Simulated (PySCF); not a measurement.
C₂HF₃O₂, SMILES O=C(O)C(F)(F)F.

Geometry: PBE-D3(BJ)/def2-SVP. Other conformers were not sampled.

The numbers are results of CAM-B3LYP/def2-TZVP run with PySCF, not measurements.

Gas-phase values at a fixed geometry.

Question: Estimate the frontier levels, gap, dipole moment and polarisability. (The exact figures need the calculation; the answer reports its results.)

Answer: 
| Property | Value |
|---|---|
| highest occupied level | -10.82 eV |
| lowest empty level | -0.13 eV |
| orbital gap | 10.69 eV |
| dipole moment | 2.23 D |
| quadrupole, principal values (traceless, Buckingham form, about the centre of nuclear charge) | -9.25, -0.32, 9.57 D·Å |
| mean static polarisability | 32.5 bohr³ (4.82 Å³) |
| polarisability, principal values | 25.9, 34.9, 36.8 bohr³ |
